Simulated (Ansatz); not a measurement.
BFH3ISi, SMILES `B[SiH](F)I`. Charge 0, multiplicity 1. I takes the def2 core potential.

```
atom   x (Å)   y (Å)   z (Å)
  B1  -0.656   0.893  -0.106
 Si2   0.439  -0.685  -0.392
  F3  -0.184  -2.138  -0.566
  I4   0.533  -0.039   2.036
  H5  -0.150   1.966  -0.233
  H6  -1.812   0.760   0.149
  H7   1.829  -0.756  -0.890
```

(1) What are the harmonic wavenumbers in cm⁻¹ at PBE0-D4/def2-TZVP (Ansatz, finite differences of forces, unscaled)? (Estimate.)

(2) Is this a minimum?

(3) Give the ideal-gas thermochemistry at 298.15 K and 1 bar (rigid rotor, harmonic oscillator; point group C1, symmetry number 1).

(4) Rotational constants (cm⁻¹)?

Results:

(1) Ansatz gave: 141, 168, 221, 315, 569, 594, 644, 688, 837, 864, 932, 1114, 2266, 2602, 2709.

(2) Yes, all 15 modes are real.

(3) Zero-point energy 87.7 kJ/mol; H(298) − E = 105.5 kJ/mol; entropy 334.0 J/(mol·K), of which translation 174.2, rotation 114.9, vibration 44.9; G(298) − E = 5.9 kJ/mol.

(4) 0.2135, 0.05469, 0.04738.
